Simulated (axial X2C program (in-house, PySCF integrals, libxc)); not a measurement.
**Bond lengths and stretching modes, held linear, of BrTiBr⁺**

Computed with an axial X2C code built on PySCF integrals: two-component X2C with atomic mean-field Coulomb and Gaunt terms, Gaussian nuclei, basis Br dyall-av3z, Ti dyall-v3z with contracted cores. Spin-free rows use the one-electron spin-free X2C Hamiltonian.

Masses Br 78.918, Ti 47.948, Br 78.918 u. States: 2c Ω = 3/2 (beyond evenly filled blocks: ω = 3/2); spin-free M_S = 1/2, Λ = 2 (beyond evenly filled blocks: δ+α).

MP2, spin-free: energies above the lowest point

| r(Br–Ti) (Å) | r(Ti–Br) (Å) | E (meV) |
| --- | --- | --- |
| 2.2464 | 2.2464 | 33.38 |
| 2.2464 | 2.3040 | 13.77 |
| 2.2464 | 2.3616 | 50.52 |
| 2.3040 | 2.2464 | 13.77 |
| 2.3040 | 2.3040 | 0.00 |
| 2.3040 | 2.3616 | 42.23 |
| 2.3040 | 2.4192 | 128.95 |
| 2.3616 | 2.2464 | 50.52 |
| 2.3616 | 2.3040 | 42.23 |
| 2.3616 | 2.3616 | 89.67 |
| 2.4192 | 2.3040 | 128.95 |
| 2.4192 | 2.4192 | 277.34 |

Task: Fit a quadratic surface with cubic terms in each bond: where is the minimum, and what are the two stretching wavenumbers?

Result: At MP2, spin-free: bonds 2.289 and 2.289 Å; harmonic stretches 257.6 and 488.7 cm⁻¹; force constants 2.84, 2.84 and coupling 0.25 mdyn/Å.

The other levels and Hamiltonians give:

| Hamiltonian | level | r(Br–Ti) (Å) | r(Ti–Br) (Å) | lower stretch (cm⁻¹) | upper stretch (cm⁻¹) |
| --- | --- | --- | --- | --- | --- |
| 2c | PBE0 | 2.302 | 2.302 | 246.9 | 477.3 |
| 2c | HF | 2.331 | 2.331 | 256.7 | 483.9 |
| 2c | LDA | 2.287 | 2.287 | 241.2 | 472.8 |
| 2c | MP2 | 2.289 | 2.289 | 257.4 | 488.4 |
| spin-free | PBE0 | 2.302 | 2.302 | 247.3 | 477.8 |
| spin-free | HF | 2.330 | 2.330 | 257.1 | 484.3 |
| spin-free | LDA | 2.286 | 2.286 | 241.7 | 473.2 |

Each state is one determinant, the lowest of a limited PBE0 search; the stretches come from a fit to these few points and carry an uncertainty of a few per cent. Other orders of the atoms were not compared. MP2 freezes inner shells (threshold -2 hartree). The molecule was held linear; bending was not examined, so a bent shape may lie lower. Note: functional without a current term on a determinant with orbital currents, of the molecule or an atom.
